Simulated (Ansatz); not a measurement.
System: C₂H₆B, net charge 0, doublet state. It need not be the lowest isomer of its formula. 
Coordinates optimised at B3LYP-D3(BJ)/def2-TZVP (Ansatz, an electronic-structure program):
SMILES: [CH2]BC
```xyz
9

B      0.1175    -0.4618     0.2671
C      1.3541     0.0810    -0.4551
C     -1.2744     0.2494     0.2154
H      0.2262    -1.4746     0.8972
H      2.3245    -0.4048    -0.4255
H      1.3366     0.9932    -1.0465
H     -1.3039     1.1667    -0.3758
H     -1.6153     0.4836     1.2313
H     -2.0337    -0.4379    -0.1776
```
Charge 0, spin multiplicity 2.

Basis-set convergence of Hartree-Fock and CCSD correlation energies (hartree) with Ansatz. Cores are frozen in the correlated levels unless marked. UHF or UKS for open shells. No spin-orbit coupling. Non-relativistic.

| basis | functions | E(HF) | E(corr, CCSD) |
|---|---|---|---|
| aug-cc-pVDZ | 123 | -103.88615 | -0.40537 |
| aug-cc-pVTZ | 276 | -103.91337 | -0.47177 |
| aug-cc-pVQZ | 516 | -103.91953 | -0.48979 |

Extrapolating the two largest sets (X = 3 and 4) as X^-3: E(corr) = (64·(-0.48979) - 27·(-0.47177))/37 = -0.5029 Eh, an estimate of the basis-set limit. The largest set recovers 97.4 % of it, the smallest 80.6 %.
